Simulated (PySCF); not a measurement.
## Working out the ionisation energy of Ti

Ti [Ar] 3d2 4s2 (3F) → Ti⁺ [Ar] 3d2 4s1 (4F). Calculation: PySCF 2.14, in cc-pVDZ-DK; the spin-free X2C one-electron Hamiltonian (Gaussian nucleus). Frozen: [Ar]. Energies in hartree (1 hartree = 27.21139 eV):

```tsv
part	Ti (lower)	Ti⁺ (upper)
UHF	-852.744636	-852.540151
MP2 opposite-spin	-0.027016	0.000000
MP2 same-spin	-0.007984	-0.008124
```

Question: What does Hartree-Fock give?

Answer: (-852.540151) − (-852.744636) = 0.204485 hartree = 5.564 eV.

Question: What do MP2 and SCS-MP2 (6/5 opposite-spin, 1/3 same-spin) give?

Answer: The opposite-spin parts differ by 0.735 eV and the same-spin parts by -0.004 eV. MP2: 5.564 + (0.735) + (-0.004) = 6.295 eV. SCS-MP2: 5.564 + 1.2 × (0.735) + (-0.004)/3 = 6.445 eV.

Measured between the centres of the two terms (NIST): 6.828 eV, so MP2 (valence) is off by -0.533 eV.

A double-zeta basis recovers only part of the correlation energy.

What remains against the reference includes basis incompleteness, the frozen core and correlation beyond second order.
